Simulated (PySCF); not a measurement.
## Spin-rotation constants: `[C@@H](C)(OC=O)C(=O)OC1CCCC1`, C9H14O4

Geometry:
```json
{"atom": "C1", "x (Å)": "2.987", "y (Å)": "0.039", "z (Å)": "1.834"}
{"atom": "C2", "x (Å)": "2.400", "y (Å)": "-0.339", "z (Å)": "0.482"}
{"atom": "O3", "x (Å)": "3.424", "y (Å)": "-0.172", "z (Å)": "-0.507"}
{"atom": "C4", "x (Å)": "3.031", "y (Å)": "-0.253", "z (Å)": "-1.761"}
{"atom": "O5", "x (Å)": "1.920", "y (Å)": "-0.484", "z (Å)": "-2.144"}
{"atom": "C6", "x (Å)": "1.216", "y (Å)": "0.579", "z (Å)": "0.140"}
{"atom": "O7", "x (Å)": "1.349", "y (Å)": "1.714", "z (Å)": "-0.229"}
{"atom": "O8", "x (Å)": "0.071", "y (Å)": "-0.039", "z (Å)": "0.365"}
{"atom": "C9", "x (Å)": "-1.137", "y (Å)": "0.669", "z (Å)": "0.028"}
{"atom": "C10", "x (Å)": "-1.481", "y (Å)": "0.451", "z (Å)": "-1.453"}
{"atom": "C11", "x (Å)": "-2.484", "y (Å)": "-0.700", "z (Å)": "-1.443"}
{"atom": "C12", "x (Å)": "-3.321", "y (Å)": "-0.411", "z (Å)": "-0.200"}
{"atom": "C13", "x (Å)": "-2.290", "y (Å)": "0.050", "z (Å)": "0.834"}
{"atom": "H14", "x (Å)": "3.872", "y (Å)": "-0.560", "z (Å)": "2.030"}
{"atom": "H15", "x (Å)": "2.253", "y (Å)": "-0.135", "z (Å)": "2.615"}
{"atom": "H16", "x (Å)": "3.265", "y (Å)": "1.090", "z (Å)": "1.825"}
{"atom": "H17", "x (Å)": "2.052", "y (Å)": "-1.379", "z (Å)": "0.467"}
{"atom": "H18", "x (Å)": "3.897", "y (Å)": "-0.088", "z (Å)": "-2.422"}
{"atom": "H19", "x (Å)": "-0.971", "y (Å)": "1.727", "z (Å)": "0.252"}
{"atom": "H20", "x (Å)": "-1.942", "y (Å)": "1.354", "z (Å)": "-1.854"}
{"atom": "H21", "x (Å)": "-0.585", "y (Å)": "0.230", "z (Å)": "-2.029"}
{"atom": "H22", "x (Å)": "-3.079", "y (Å)": "-0.741", "z (Å)": "-2.353"}
{"atom": "H23", "x (Å)": "-1.957", "y (Å)": "-1.648", "z (Å)": "-1.327"}
{"atom": "H24", "x (Å)": "-4.024", "y (Å)": "0.397", "z (Å)": "-0.412"}
{"atom": "H25", "x (Å)": "-3.885", "y (Å)": "-1.277", "z (Å)": "0.141"}
{"atom": "H26", "x (Å)": "-1.892", "y (Å)": "-0.804", "z (Å)": "1.383"}
{"atom": "H27", "x (Å)": "-2.708", "y (Å)": "0.755", "z (Å)": "1.551"}
```

Computed, not measured: GIAO CAM-B3LYP/pcSseg-1 magnetisability, rotational g tensor and spin-rotation constants, non-relativistic, gas phase (PySCF 2.14.0). Geometry: GFN2-xTB.

(1) Give the nuclear spin-rotation constants along the inertial axes (H = +C I·J) beside the isotropic shieldings.

Results:

(1) Rotational constants 1.5442, 0.4852, 0.4188 GHz. A star marks the isotopologue with that one atom substituted, in its own axes.
| atom | isotope | Caa (kHz) | Cbb (kHz) | Ccc (kHz) | mean (kHz) | σ (ppm) |
| --- | --- | --- | --- | --- | --- | --- |
| H14 | 1H | -0.032 | -0.051 | -0.030 | -0.038 | 30.1 |
| H15 | 1H | -0.093 | -0.017 | -0.046 | -0.052 | 30.4 |
| H16 | 1H | -0.154 | -0.048 | 0.002 | -0.067 | 30.1 |
| H17 | 1H | -0.149 | -0.049 | 0.021 | -0.059 | 27.2 |
| H18 | 1H | 0.009 | -0.010 | -0.032 | -0.011 | 23.8 |
| H19 | 1H | -0.127 | -0.040 | 0.018 | -0.050 | 26.3 |
| H20 | 1H | -0.131 | -0.051 | -0.001 | -0.061 | 30.2 |
| H21 | 1H | -0.016 | -0.023 | -0.048 | -0.029 | 29.2 |
| H22 | 1H | -0.094 | -0.008 | -0.046 | -0.050 | 30.1 |
| H23 | 1H | -0.124 | -0.052 | -0.001 | -0.059 | 30.1 |
| H24 | 1H | -0.077 | -0.057 | -0.012 | -0.049 | 30.4 |
| H25 | 1H | -0.104 | -0.052 | -0.004 | -0.054 | 29.9 |
| H26 | 1H | -0.141 | -0.045 | -0.002 | -0.063 | 30.0 |
| H27 | 1H | -0.137 | -0.009 | -0.031 | -0.059 | 29.5 |
| C1 | 13C* | 0.227 | 0.064 | 0.065 | 0.119 | 166.1 |
| C2 | 13C* | 0.333 | 0.121 | 0.099 | 0.184 | 107.2 |
| O3 | 17O* | -0.570 | -0.087 | -0.073 | -0.243 | 102.4 |
| C4 | 13C* | 0.516 | 0.247 | 0.114 | 0.292 | 15.1 |
| O5 | 17O* | -0.892 | -0.281 | -0.044 | -0.406 | -116.8 |
| C6 | 13C* | 0.872 | 0.132 | 0.143 | 0.382 | 2.6 |
| O7 | 17O* | -0.815 | -0.030 | -0.243 | -0.363 | -77.3 |
| O8 | 17O* | -0.347 | -0.081 | -0.146 | -0.192 | 96.2 |
| C9 | 13C* | 0.333 | 0.108 | 0.115 | 0.185 | 105.3 |
| C10 | 13C* | 0.269 | 0.076 | 0.082 | 0.142 | 146.8 |
| C11 | 13C* | 0.253 | 0.070 | 0.073 | 0.132 | 156.4 |
| C12 | 13C* | 0.243 | 0.071 | 0.078 | 0.131 | 154.6 |
| C13 | 13C* | 0.240 | 0.084 | 0.078 | 0.134 | 149.1 |

For the geometry as given, no vibrational averaging.
